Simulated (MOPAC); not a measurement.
A run for MOPAC: PM7 on dimethyl selenide (SMILES C[Se]C), a point of a torsion scan.

```
PM7 1SCF PRECISE CHARGE=0 THREADS=1
C2H6Se

C      1.46978257 1    -0.10190784 1     0.03223713 1
Se     0.30925100 1     0.63491137 1    -1.35860189 1
C     -0.69219156 1    -1.00031097 1    -1.73093915 1
H      1.77354469 1    -1.10225648 1    -0.26457048 1
H      2.33523566 1     0.54672713 1     0.12674217 1
H      0.92860747 1    -0.14000246 1     0.97525607 1
H     -0.00601906 1    -1.76577161 1    -2.08553187 1
H     -1.42226806 1    -0.76883694 1    -2.50111578 1
H     -1.19738560 1    -1.32766684 1    -0.82530515 1
```

Output:

```
*******************************************************************************
 **                                                                           **
 **                              MOPAC v23.2.5                                **
 **                                                                           **
 *******************************************************************************
 ** MOPAC's Digital Object Identifier: https://doi.org/10.5281/zenodo.6511958 **
 **                                                                           **
 ** Please cite the open-source release paper for use of this MOPAC version:  **
 ** J. E. Moussa and J. J. P. Stewart (2026)                                  **
 ** MOPAC: An open-source semiempirical molecular orbital program             **
 ** J. Open Source Softw., 11(119), 8025, https://doi.org/10.21105/joss.08025 **
 *******************************************************************************

                              PM7 CALCULATION RESULTS

 *******************************************************************************
 *  PM7        - The PM7 Hamiltonian to be used
 *
 *
 *
 *                 CHARGE ON SYSTEM = 0
 *
 *
 *
 *  PRECISE    - TIGHTER CRITERIA TO BE USED
 *  1SCF       - DO 1 SCF AND THEN STOP
 *  THREADS=1  - MULTI-THREADING NOT USED
 *  T=         - A TIME OF 172800.0 SECONDS REQUESTED
 *  DUMP=N     - RESTART FILE WRITTEN EVERY 7200.0 SECONDS REQUESTED
 *******************************************************************************
PM7 1SCF PRECISE CHARGE=0 THREADS=1
 C2H6Se

   ATOM   CHEMICAL          X               Y               Z
  NUMBER   SYMBOL      (ANGSTROMS)     (ANGSTROMS)     (ANGSTROMS)

     1       C          1.46978257  *  -0.10190784  *   0.03223713  *
     2      Se          0.30925100  *   0.63491137  *  -1.35860189  *
     3       C         -0.69219156  *  -1.00031097  *  -1.73093915  *
     4       H          1.77354469  *  -1.10225648  *  -0.26457048  *
     5       H          2.33523566  *   0.54672713  *   0.12674217  *
     6       H          0.92860747  *  -0.14000246  *   0.97525607  *
     7       H         -0.00601906  *  -1.76577161  *  -2.08553187  *
     8       H         -1.42226806  *  -0.76883694  *  -2.50111578  *
     9       H         -1.19738560  *  -1.32766684  *  -0.82530515  *



          CARTESIAN COORDINATES

    NO.       ATOM           X           Y           Z

     1         C          1.4698     -0.1019      0.0322
     2        Se          0.3093      0.6349     -1.3586
     3         C         -0.6922     -1.0003     -1.7309
     4         H          1.7735     -1.1023     -0.2646
     5         H          2.3352      0.5467      0.1267
     6         H          0.9286     -0.1400      0.9753
     7         H         -0.0060     -1.7658     -2.0855
     8         H         -1.4223     -0.7688     -2.5011
     9         H         -1.1974     -1.3277     -0.8253

 General Reference for PM7:
 "Optimization of Parameters for Semiempirical Methods VI: More Modifications to the
 NDDO Approximations and Re-optimization of Parameters", J. J. P. Stewart, J. Mol. Mod., 1:32, 19 (2013)
 https://link.springer.com/article/10.1007/s00894-012-1667-x

           Empirical Formula: C2 H6 Se  =     9 atoms



      MOLECULAR POINT GROUP   :   C1


      RHF CALCULATION, NO. OF DOUBLY OCCUPIED LEVELS = 10


 -------------------------------------------------------------------------------
 PM7 1SCF PRECISE CHARGE=0 THREADS=1
 C2H6Se



     1SCF WAS SPECIFIED, SO BFGS WAS NOT USED
     SCF FIELD WAS ACHIEVED


                              PM7 CALCULATION
                                                       MOPAC v23.2.5 Linux




          FINAL HEAT OF FORMATION =        -16.54719 KCAL/MOL =     -69.23344 KJ/MOL


          COSMO AREA              =        107.21 SQUARE ANGSTROMS
          COSMO VOLUME            =         93.44 CUBIC ANGSTROMS

          IONIZATION POTENTIAL    =          7.878107 EV
          HOMO LUMO ENERGIES (EV) =         -7.878  0.277
          NO. OF FILLED LEVELS    =         10
          MOLECULAR WEIGHT        =        109.0294         POINT GROUP:  C1

          MOLECULAR DIMENSIONS (Angstroms)

            Atom       Atom       Distance
            H     8    H     5     4.77024
            H     4   Se     2     2.17440
            H     7    H     6     1.99479


          SCF CALCULATIONS        =          1





   ATOM   CHEMICAL          X               Y               Z
  NUMBER   SYMBOL      (ANGSTROMS)     (ANGSTROMS)     (ANGSTROMS)

     1       C          1.46978257  *  -0.10190784  *   0.03223713  *
     2      Se          0.30925100  *   0.63491137  *  -1.35860189  *
     3       C         -0.69219156  *  -1.00031097  *  -1.73093915  *
     4       H          1.77354469  *  -1.10225648  *  -0.26457048  *
     5       H          2.33523566  *   0.54672713  *   0.12674217  *
     6       H          0.92860747  *  -0.14000246  *   0.97525607  *
     7       H         -0.00601906  *  -1.76577161  *  -2.08553187  *
     8       H         -1.42226806  *  -0.76883694  *  -2.50111578  *
     9       H         -1.19738560  *  -1.32766684  *  -0.82530515  *

                             CARTESIAN COORDINATES

   1    C        1.469782570    -0.101907840     0.032237130
   2   Se        0.309251000     0.634911370    -1.358601890
   3    C       -0.692191560    -1.000310970    -1.730939150
   4    H        1.773544690    -1.102256480    -0.264570480
   5    H        2.335235660     0.546727130     0.126742170
   6    H        0.928607470    -0.140002460     0.975256070
   7    H       -0.006019060    -1.765771610    -2.085531870
   8    H       -1.422268060    -0.768836940    -2.501115780
   9    H       -1.197385600    -1.327666840    -0.825305150


           Empirical Formula: C2 H6 Se  =     9 atoms



      MOLECULAR POINT GROUP   :   C1


                  EIGENVALUES
 -26.12137 -24.02951 -20.90445 -14.73839 -14.59773 -14.10342 -13.94542 -11.15676
 -10.25141  -7.87811   0.27669   0.66987   5.55818   5.57869   5.61738   5.63066
   6.67148   6.75044


              NET ATOMIC CHARGES AND DIPOLE CONTRIBUTIONS

  ATOM NO.   TYPE          CHARGE      No. of ELECS.   s-Pop       p-Pop
    1          C          -0.576537        4.5765     1.06899     3.50755
    2         Se           0.178609        5.8214     1.94745     3.87394
    3          C          -0.577292        4.5773     1.06894     3.50836
    4          H           0.160491        0.8395     0.83951
    5          H           0.165650        0.8344     0.83435
    6          H           0.161299        0.8387     0.83870
    7          H           0.160462        0.8395     0.83954
    8          H           0.165989        0.8340     0.83401
    9          H           0.161329        0.8387     0.83867
 DIPOLE           X         Y         Z       TOTAL
 POINT-CHG.    -0.007     0.075    -0.044     0.087
 HYBRID         0.059    -0.944     0.398     1.027
 SUM            0.052    -0.870     0.355     0.940


          ATOMIC ORBITAL ELECTRON POPULATIONS

     Atom    s        px        py        pz
    1  C   1.06899   1.16932   1.18157   1.15665
    2 Se   1.94745   1.39306   1.04177   1.43910
    3  C   1.06894   1.17455   1.14313   1.19067
    4  H   0.83951
    5  H   0.83435
    6  H   0.83870
    7  H   0.83954
    8  H   0.83401
    9  H   0.83867

 **********************
 *                    *
 * JOB ENDED NORMALLY *
 *                    *
 **********************




 == MOPAC DONE ==
```

The run finished.

Cost: around 0.03 core-seconds (rough).
